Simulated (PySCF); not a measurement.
Nb(F)6, F6Nb (anion, charge -1), SMILES [F][Nb-]([F])([F])([F])([F])[F] (B3LYP/def2-SVP optimised geometry):

```
7

Nb     0.000     0.001     0.000
F      1.908     0.001     0.000
F     -1.908     0.000     0.002
F      0.002    -1.419     1.275
F      0.001     1.278     1.417
F     -0.002    -1.276    -1.418
F     -0.001     1.419    -1.276
```

Method: B3LYP/def2-TZVPD, def2 effective core potentials past Kr (PySCF 2.14.0).

Problem. What are the frontier orbital energies?

Solution. HOMO-2 -6.10 eV, HOMO-1 -6.10 eV, HOMO -6.10 eV, LUMO 1.89 eV, LUMO+1 1.89 eV.

On the same geometry PBE/def2-TZVPD, def2 effective core potentials past Kr (PySCF) gives HOMO-2 -4.34 eV, HOMO-1 -4.34 eV, HOMO -4.34 eV, LUMO 1.48 eV, LUMO+1 1.48 eV.
